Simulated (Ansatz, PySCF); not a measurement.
Gas-phase reaction in SMILES: N[Si](N)(N)O → [NH][Si](N)(N)O + H atom (the H-N bond at the site shown breaks; other sites are not compared here)
Geometries: B3LYP-D3(BJ)/def2-TZVP minima from Ansatz (a first-principles code), one conformer each, not searched for the lowest.

Wanted: bond dissociation energy (enthalpy at 298 K, with B3LYP-D3(BJ) rigid-rotor harmonic-oscillator terms from PySCF), in kcal/mol. Correlated levels leave the core frozen unless marked. Open shells are spin-unrestricted. Spin-orbit coupling is left out. No relativistic terms. CBS(X,Y): correlation extrapolated as X^-3; Hartree-Fock from the larger set. The bracket is a focal-point correction in the basis named.

```tsv
level	program	bond dissociation energy (kcal/mol)
BLYP-D4/def2-TZVPD	Ansatz + dftd4	104.3
r2SCANh/def2-TZVPD	Ansatz	105.7
SCS-MP2/6-31G*	Ansatz	102.3
SCS-MP2/cc-pV(T+d)Z	Ansatz	112.9
CCSD(T)/6-31G*	Ansatz	100.2
RI-MP2/CBS(cc-pV(T+d)Z,cc-pV(Q+d)Z)+[CCSD(T)-MP2]/cc-pV(T+d)Z	Ansatz	113.2
CCSD(T)/CBS(cc-pV(T+d)Z,cc-pV(Q+d)Z)	Ansatz	112.6
```
